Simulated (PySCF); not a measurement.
PySCF input file for hydrogen bromide (BrH), SMILES Br, TDDFT-CAM-B3LYP/def2-TZVPD. The structure is a stationary point at PBE-D3(BJ)/def2-TZVPD.

```python
import numpy as np
from pyscf import gto, scf, dft, tdscf

mol = gto.M(
    atom='''
    Br    0.00000000    0.00000000   -0.03980115
    H     0.00000000    0.00000000    1.39304039
    ''',
    basis='def2-TZVPD',
    charge=0,
    spin=0,
    symmetry=True,
    symmetry_subgroup='C2v',
    max_memory=1600,
    verbose=4,
)
mf = dft.RKS(mol, xc='cam-b3lyp').density_fit(auxbasis='def2-universal-jkfit')
mf.grids.level = 3
mf.conv_tol = 1e-9
mf.max_cycle = 100
mf.kernel()
mf.grids = dft.Grids(mol).set(level=1).build(with_non0tab=True)  # coarser grid for the response kernel
td = tdscf.TDDFT(mf)
td.singlet = True
td.nstates = 10
td.conv_tol = 1e-4
td.positive_eig_threshold = 1e-6
td.kernel(x0=td.get_init_guess(mf, 15))
td.analyze()
tt = tdscf.TDA(mf)
tt.singlet = False
tt.nstates = 4
tt.conv_tol = 1e-4
tt.positive_eig_threshold = 1e-6
tt.kernel(x0=tt.get_init_guess(mf, 9))
tt.analyze(verbose=3)
```

Log of the run:

```
PySCF version 2.14.0

[INPUT] verbose = 4
[INPUT] num. atoms = 2
[INPUT] num. electrons = 36
[INPUT] charge = 0
[INPUT] spin (= nelec alpha-beta = 2S) = 0
[INPUT] symmetry True subgroup C2v
[INPUT] Mole.unit = angstrom
[INPUT] Symbol           X                Y                Z      unit          X                Y                Z       unit  Magmom
[INPUT]  1 Br     0.000000000000   0.000000000000  -0.039801150000 AA    0.000000000000   0.000000000000  -0.075213272943 Bohr   0.0
[INPUT]  2 H      0.000000000000   0.000000000000   1.393040390000 AA    0.000000000000   0.000000000000   2.632464817557 Bohr   0.0

nuclear repulsion = 12.9262042348381
point group symmetry = Coov, use subgroup C2v
symmetry origin: [0.00000000e+00 0.00000000e+00 7.34893492e-09]
symmetry axis x: [1. 0. 0.]
symmetry axis y: [0. 1. 0.]
symmetry axis z: [0. 0. 1.]
num. orbitals of irrep A1 = 30
num. orbitals of irrep A2 = 6
num. orbitals of irrep B1 = 15
num. orbitals of irrep B2 = 15
number of shells = 24
number of NR pGTOs = 123
number of NR cGTOs = 66
basis = def2-TZVPD
ecp = {}


******** <class 'pyscf.df.df_jk.DFSymAdaptedRKS'> ********
method = DFSymAdaptedRKS
initial guess = minao
damping factor = 0
level_shift factor = 0
DIIS = <class 'pyscf.scf.diis.CDIIS'>
diis_start_cycle = 1
diis_space = 8
diis_damp = 0
SCF conv_tol = 1e-09
SCF conv_tol_grad = None
SCF max_cycles = 100
direct_scf = False
XC library pyscf.dft.libxc version 7.1.2
    S. Lehtola, C. Steigemann, M. J. T. Oliveira, and M. A. L. Marques,  SoftwareX 7, 1–5 (2018)
XC functionals = cam-b3lyp
    T. Yanai, D. P. Tew, and N. C. Handy,  Chem. Phys. Lett. 393, 51 (2004)
radial grids:
    Treutler-Ahlrichs [JCP 102, 346 (1995); DOI:10.1063/1.469408] (M4) radial grids

becke partition: Becke, JCP 88, 2547 (1988); DOI:10.1063/1.454033
pruning grids: <function nwchem_prune>
grids dens level: 3
symmetrized grids: True
atomic radii adjust function: <function treutler_atomic_radii_adjust>
small_rho_cutoff = 0
Freeze 0 electrons in irreps []
    36 free electrons in irreps A1 A2 B1 B2
Set gradient conv threshold to 3.16228e-05
Initial guess from minao.
tot grids = 30232
******** <class 'pyscf.df.df.DF'> ********
auxbasis = def2-universal-jkfit
Create RSH-DF object <pyscf.df.df.DF object> for omega=0.33
******** <class 'pyscf.df.df.DF'> ********
auxbasis = auxmol.basis = def2-universal-jkfit
init E= -2573.76040866427
HOMO (B1) = -0.366613671987246  LUMO (A1) = -0.0121128413466645  gap/eV = 9.64646
cycle= 1 E= -2574.86989669308  delta_E= -1.11  |g|= 0.305  |ddm|= 1.01
HOMO (B2) = -0.364683167981017  LUMO (A1) = -0.00239055159708546  gap/eV = 9.85848
cycle= 2 E= -2574.87966244257  delta_E= -0.00977  |g|= 0.178  |ddm|= 0.276
HOMO (B2) = -0.372516074862316  LUMO (A1) = 0.0087824283822302  gap/eV = 10.37566
cycle= 3 E= -2574.88416250458  delta_E= -0.0045  |g|= 0.0126  |ddm|= 0.0998
HOMO (B2) = -0.373524585870659  LUMO (A1) = 0.00900588777973077  gap/eV = 10.40918
cycle= 4 E= -2574.88420147525  delta_E= -3.9e-05  |g|= 0.00374  |ddm|= 0.0103
HOMO (B2) = -0.373608137399031  LUMO (A1) = 0.00953787693144914  gap/eV = 10.42593
cycle= 5 E= -2574.88420597964  delta_E= -4.5e-06  |g|= 0.00115  |ddm|= 0.00361
HOMO (B2) = -0.373388153025412  LUMO (A1) = 0.00953105686978972  gap/eV = 10.41976
cycle= 6 E= -2574.88420632015  delta_E= -3.41e-07  |g|= 0.000345  |ddm|= 0.00118
HOMO (B1) = -0.373474418441416  LUMO (A1) = 0.00949911449035046  gap/eV = 10.42124
cycle= 7 E= -2574.88420634443  delta_E= -2.43e-08  |g|= 2.96e-05  |ddm|= 0.00034
HOMO (B1) = -0.373467360747976  LUMO (A1) = 0.00950157453101674  gap/eV = 10.42112
cycle= 8 E= -2574.88420634491  delta_E= -4.83e-10  |g|= 2.18e-06  |ddm|= 4.81e-05
HOMO (B2) = -0.373467690320524  LUMO (A1) = 0.00950138096030706  gap/eV = 10.42112
Extra cycle  E= -2574.88420634492  delta_E= -9.09e-12  |g|= 5.43e-07  |ddm|= 4.45e-06
converged SCF energy = -2574.88420634492
tot grids = 9808
Overwritten attributes  positive_eig_threshold  of <class 'pyscf.tdscf.rks.TDDFT'>


******** <class 'pyscf.tdscf.rks.TDDFT'> for <class 'pyscf.df.df_jk.DFSymAdaptedRKS'> ********
nstates = 10 singlet
deg_eia_thresh = 1.000e-03
wfnsym = None
conv_tol = 0.0001
eigh lindep = 1e-12
eigh level_shift = 0
eigh max_cycle = 100


Excitation energies (eV)
[6.52474751 6.52474751 8.67431211 8.67431211 8.79933235 8.79933235
 8.98680477 8.98680895 9.02815236 9.29389839]

** Singlet excitation energies and oscillator strengths **
Excited State   1:   B1      6.52475 eV    190.02 nm  f=0.0140
      17 -> 19       -0.68347
      17 -> 23        0.15394
Excited State   2:   B2      6.52475 eV    190.02 nm  f=0.0140
      18 -> 19       -0.68347
      18 -> 23        0.15394
Excited State   3:   B2      8.67431 eV    142.93 nm  f=0.1400
      18 -> 19        0.16749
      18 -> 20        0.21526
      18 -> 23        0.64434
Excited State   4:   B1      8.67431 eV    142.93 nm  f=0.1400
      17 -> 19        0.16749
      17 -> 20        0.21526
      17 -> 23        0.64434
Excited State   5:   B2      8.79933 eV    140.90 nm  f=0.0217
      18 -> 20        0.66543
      18 -> 23       -0.22646
Excited State   6:   B1      8.79933 eV    140.90 nm  f=0.0217
      17 -> 20        0.66543
      17 -> 23       -0.22646
Excited State   7:   A2      8.98680 eV    137.96 nm  f=0.0000
      17 -> 22        0.49729
      18 -> 21        0.49729
Excited State   8:   A1      8.98681 eV    137.96 nm  f=0.0000
      17 -> 21       -0.49729
      18 -> 22        0.49729
Excited State   9:   A2      9.02815 eV    137.33 nm  f=0.0000
      17 -> 22        0.49648
      18 -> 21       -0.49648
Excited State  10:   A1      9.29390 eV    133.40 nm  f=0.0027
      16 -> 19        0.12221
      17 -> 21       -0.48944
      18 -> 22       -0.48944

** Transition electric dipole moments (AU) **
state          X           Y           Z        Dip. S.      Osc.
  1        -0.2961     -0.0000      0.0000      0.0877      0.0140
  2        -0.0000     -0.2961      0.0000      0.0877      0.0140
  3        -0.0000      0.8118      0.0000      0.6589      0.1400
  4         0.8118     -0.0000     -0.0000      0.6589      0.1400
  5        -0.0000     -0.3173      0.0000      0.1007      0.0217
  6        -0.3173     -0.0000     -0.0000      0.1007      0.0217
  7        -0.0000      0.0000      0.0000      0.0000      0.0000
  8        -0.0000     -0.0000      0.0000      0.0000      0.0000
  9        -0.0000      0.0000     -0.0000      0.0000      0.0000
 10        -0.0000     -0.0000      0.1095      0.0120      0.0027

** Transition velocity dipole moments (imaginary part, AU) **
state          X           Y           Z        Dip. S.      Osc.
  1        -0.0724      0.0000      0.0000      0.0052      0.0146
  2         0.0000     -0.0724     -0.0000      0.0052      0.0146
  3         0.0000      0.2566     -0.0000      0.0658      0.1377
  4         0.2566      0.0000      0.0000      0.0658      0.1377
  5         0.0000     -0.1031     -0.0000      0.0106      0.0219
  6        -0.1031     -0.0000     -0.0000      0.0106      0.0219
  7        -0.0000      0.0000      0.0000      0.0000      0.0000
  8         0.0000     -0.0000      0.0000      0.0000      0.0000
  9        -0.0000      0.0000     -0.0000      0.0000      0.0000
 10         0.0000     -0.0000      0.0383      0.0015      0.0029

** Transition magnetic dipole moments (imaginary part, AU) **
state          X           Y           Z
  1        -0.0000      0.3692      0.0000
  2        -0.3692      0.0000      0.0000
  3        -0.2260      0.0000     -0.0000
  4        -0.0000      0.2260     -0.0000
  5        -0.0224      0.0000     -0.0000
  6         0.0000      0.0224      0.0000
  7         0.0000      0.0000     -0.0000
  8        -0.0000      0.0000     -0.0000
  9         0.0000     -0.0000     -0.0000
 10         0.0000      0.0000     -0.0000
Overwritten attributes  positive_eig_threshold  of <class 'pyscf.tdscf.rks.TDA'>


******** <class 'pyscf.tdscf.rks.TDA'> for <class 'pyscf.df.df_jk.DFSymAdaptedRKS'> ********
nstates = 4 triplet
deg_eia_thresh = 1.000e-03
wfnsym = None
conv_tol = 0.0001
eigh lindep = 1e-12
eigh level_shift = 0
eigh max_cycle = 100


Excitation energies (eV)
[5.9438334  5.9438334  8.28353444 8.28353444]

** Triplet excitation energies and oscillator strengths **
Excited State   1:   B2      5.94383 eV    208.59 nm  f=0.0000
Excited State   2:   B1      5.94383 eV    208.59 nm  f=0.0000
Excited State   3:   B2      8.28353 eV    149.68 nm  f=0.0000
Excited State   4:   B1      8.28353 eV    149.68 nm  f=0.0000
```

The run converged.

Cost: roughly 15 core-seconds.
